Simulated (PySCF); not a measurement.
C2H3Cl3Si, SMILES C(=C)[Si](Cl)(Cl)Cl.

Geometry optimised at TPSSh-D3(BJ)/def2-SVP. The values are those of a single conformer.

Vertical ionisation energy (IE) and electron affinity (EA) in eV. Rows of orbital energies are one-electron estimates. Where ΔSCF, EOM or ADC give a negative EA the extra electron is unbound and the value depends on the basis.

```csv
level,IE,EA
"−ε(HOMO), −ε(LUMO), CAM-B3LYP/def2-TZVP (PySCF)",9.93,0.13
"−ε(HOMO), −ε(LUMO), PBE/def2-TZVP (PySCF)",[?],[?]
```

Task: Fill in the missing entries. (An estimate is asked for; the answer gives what the named calculation found.)

Result: 
- −ε(HOMO), −ε(LUMO), PBE/def2-TZVP (PySCF), IE: 7.43
- −ε(HOMO), −ε(LUMO), PBE/def2-TZVP (PySCF), EA: 2.28
